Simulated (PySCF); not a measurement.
Ga, charge -1, triplet; R2SCAN/STO-3G (PySCF).

The PySCF input:
```python
from pyscf import gto, scf, dft

mol = gto.Mole()
mol.atom = '''
    Ga    0.000000    0.000000    0.000000
'''
mol.basis = 'sto-3g'
mol.charge = -1
mol.spin = 2
mol.verbose = 3
mol.build()

mf = dft.UKS(mol)
mf.xc = 'r2scan'
mf.kernel()
mf.analyze()
```

What the program printed (banner, timings and long lists left out):

```
SCF not converged.
SCF energy = -1901.73978213057 after 50 cycles  <S^2> = 2.000012  2S+1 = 3.000008
**** MO energy ****
                             alpha | beta                alpha | beta
MO #1   energy= -370.368781853984  | -370.368144349929  occ= 1 | 1
MO #2   energy= -46.6861334191097  | -46.6512776267752  occ= 1 | 1
MO #3   energy= -42.4777933948259  | -42.4547525054442  occ= 1 | 1
MO #4   energy= -42.4752689401832  | -42.450464203133   occ= 1 | 1
MO #5   energy= -42.4525147505951  | -42.4147004896582  occ= 1 | 1
MO #6   energy= -6.41284866387299  | -6.29476699143429  occ= 1 | 1
MO #7   energy= -4.70955306595062  | -4.61451143279403  occ= 1 | 1
MO #8   energy= -4.70906778633657  | -4.60577611398678  occ= 1 | 1
MO #9   energy= -4.69215318816514  | -4.53347261204906  occ= 1 | 1
MO #10  energy= -1.54787982141558  | -1.47852635730865  occ= 1 | 1
MO #11  energy= -1.49906531049466  | -1.37581006779741  occ= 1 | 1
MO #12  energy= -1.49314025074786  | -1.31419208645756  occ= 1 | 1
MO #13  energy= -1.41085443696305  | -1.28347192853255  occ= 1 | 1
MO #14  energy= -1.39187662041216  | -1.28150887557579  occ= 1 | 1
MO #15  energy= -0.186061406065739 | -0.161002846858262 occ= 1 | 1
MO #16  energy= 0.0495729018405194 | 0.0741908429713414 occ= 1 | 0
MO #17  energy= 0.0502353502797019 | 0.081763359719781  occ= 1 | 0
MO #18  energy= 0.0614862532187316 | 0.0825051267191365 occ= 0 | 0

To work with the spin densities directly, `use mulliken_meta_spin()` only printing them here.

 ** Mulliken spin pop alpha/beta on meta-lowdin orthogonal AOs **
 ** Mulliken Spin Density (per atom)  **
spin density of  0 Ga =      2.00000
 ** Mulliken pop alpha/beta on meta-lowdin orthogonal AOs **
 ** Mulliken atomic charges   ( Nelec_alpha | Nelec_beta ) **
charge of  0Ga =     -1.00000  (    17.00000     15.00000 )

WARN: System has nonzero charge -1; the dipole moment is origin-dependent.
Location of origin: [0. 0. 0.]

Dipole moment(X, Y, Z, Debye): -0.00000, -0.00000,  0.00000
```

Convergence was not reached.
